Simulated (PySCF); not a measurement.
Species: CF3C(O)Cl, C2ClF3O.
Bonds: O1–C2 (double), C2–Cl3, C2–C4, C4–F5, C4–F6, C4–F7.

Method: PBE0-D3(BJ)/def2-SVP geometry optimisation, gas phase in PySCF; density fitting, grid level 1; the optimiser is geomeTRIC in internal coordinates, started from a GFN2-xTB structure with every atom displaced at random (about 0.01 Å).

At the end of the run (lengths in Å): C2–Cl3 1.749, C2–C4 1.546, C4–F7 1.319, C4–F5 1.325, O1=C2 1.179, C4–F6 1.327, C2–C4–F6 109.5°, O1–C2–C4 123.8°, Cl3–C2–C4 111.7°, F5–C4–F6 108.8°, O1–C2–C4–F5 -127°.

**Question.** These geometries were met on the way; a selection of coordinates is given. Order them by energy above the end point, lowest first.
A. C2–Cl3 1.711, C2–C4 1.516, C4–F7 1.339, C4–F5 1.341, O1=C2 1.169, C4–F6 1.336, C2–C4–F6 112.9°, O1–C2–C4 126.3°, Cl3–C2–C4 110.0°, F5–C4–F6 106.2°, O1–C2–C4–F5 -121°
B. C2–Cl3 1.746, C2–C4 1.549, C4–F7 1.320, C4–F5 1.324, O1=C2 1.179, C4–F6 1.326, C2–C4–F6 109.5°, O1–C2–C4 123.1°, Cl3–C2–C4 110.9°, F5–C4–F6 108.6°, O1–C2–C4–F5 -129°
C. C2–Cl3 1.746, C2–C4 1.561, C4–F7 1.319, C4–F5 1.320, O1=C2 1.180, C4–F6 1.323, C2–C4–F6 110.4°, O1–C2–C4 123.8°, Cl3–C2–C4 112.7°, F5–C4–F6 107.3°, O1–C2–C4–F5 -129°
D. C2–Cl3 1.749, C2–C4 1.570, C4–F7 1.317, C4–F5 1.318, O1=C2 1.182, C4–F6 1.322, C2–C4–F6 108.9°, O1–C2–C4 121.1°, Cl3–C2–C4 114.3°, F5–C4–F6 111.1°, O1–C2–C4–F5 -128°

**Answer.** B (0.004 eV), C (0.022 eV), D (0.062 eV), A (0.114 eV).

| step | E above end (eV) | rms distance from the end, all atoms (Å) | largest force (eV/Å) | rms shift of all bonds from the end (Å) |
| --- | --- | --- | --- | --- |
| 3 | 0.004 | 0.014 | 0.344 | 0.002 |
| 2 | 0.022 | 0.027 | 0.483 | 0.007 |
| 1 | 0.062 | 0.048 | 1.818 | 0.011 |
| 0 | 0.114 | 0.065 | 2.997 | 0.023 |

Rows stand in the order of the answer.
